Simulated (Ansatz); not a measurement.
The same ligand exchange along the group Si, Ge, Sn.

Calculated with Ansatz (gas phase, PBE0-D4/def2-TZVP geometries, no zero-point term in ΔE). CCSD(T)/CBS adds triple-zeta CCSD(T) − MP2 to the extrapolated MP2 energy (def2 sets, frozen cores). Small cases extrapolate CCSD(T) itself. Functionals use def2-TZVPP. def2 core potentials past Kr. For Ge, Sn outer-core shells are correlated without core-valence functions, which leaves a few kJ/mol of doubt a bond. Scalar relativity is left out up to krypton. Each species was taken in one conformer, which may not be the lowest.

```json
{"reaction": "`O[Si]F` + H₂S → `F[Si]S` + H₂O", "HF/CBS(def2) (kcal/mol)": "17.5", "PBE0-D4 (kcal/mol)": "11.4", "CCSD(T)/CBS(def2) (kcal/mol)": "13.3"}
{"reaction": "`[OH][Ge][F]` + H₂S → `[F][Ge][SH]` + H₂O", "HF/CBS(def2) (kcal/mol)": "2.8", "PBE0-D4 (kcal/mol)": "-1.1", "CCSD(T)/CBS(def2) (kcal/mol)": "0.3"}
{"reaction": "`[OH][Sn][F]` + H₂S → `[F][Sn][SH]` + H₂O", "HF/CBS(def2) (kcal/mol)": "-7.1", "PBE0-D4 (kcal/mol)": "-10.1", "CCSD(T)/CBS(def2) (kcal/mol)": "-7.8"}
```

Largest T1 diagnostic: 0.018, for `[OH][Sn][F]`.

Extrapolated directly: `O[Si]F` + H₂S → `F[Si]S` + H₂O.
